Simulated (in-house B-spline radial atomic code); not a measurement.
A run on Ni- that did not converge. Method: scalar-relativistic (X2C) HSE06, spin-polarised, spherical fractional occupations, exact exchange averaged over the configuration, Fermi nucleus of rms radius 3.7757 fm; computed with a B-spline radial code for spherical atoms.

Command:
```bash
python run_scf.py task.json out
```
Settings (nuclear radius in fm, mass in u):
```
Z                28
configuration    [Ar] 3d9 4s2
hamiltonian      x2c
method           hse06
spin_polarised   True
nucleus          fermi
rms_radius       3.7757
atomic_mass      57.93534
speed_of_light   137.035999084
exact_exchange   averaged over the configuration
```

First and last ten iterations of the last attempt (damped for 15 steps, keeping 80 % of the old Fock matrix, then DIIS):
```
 iter        energy (Eh)    residual
    1       -1519.495429    3.45e-01
    2       -1518.845597    2.04e-01
    3       -1520.110784    9.15e-02
    4       -1520.388124    3.77e-02
    5       -1520.409513    2.60e-02
    6       -1520.413589    1.93e-02
    7       -1520.415559    1.44e-02
    8       -1520.416563    1.08e-02
    9       -1520.417083    8.11e-03
   10       -1520.417361    6.10e-03
  111       -1520.364610    1.42e-02
  112       -1520.360089    1.49e-02
  113       -1520.360631    1.48e-02
  114       -1520.360730    1.48e-02
  115       -1520.360611    1.48e-02
  116       -1520.360583    1.48e-02
  117       -1520.362123    1.45e-02
  118       -1520.374424    1.24e-02
  119       -1520.265961    1.12e-01
  120       -1520.375610    2.34e-02
 not converged after 120 iterations
```

The smallest residual met was 1.3e-04; the threshold is about 3e-07. No energy from this run should be used. Cost of the run: 20 s on 1 thread of Arm Neoverse N1, with other jobs on the host.
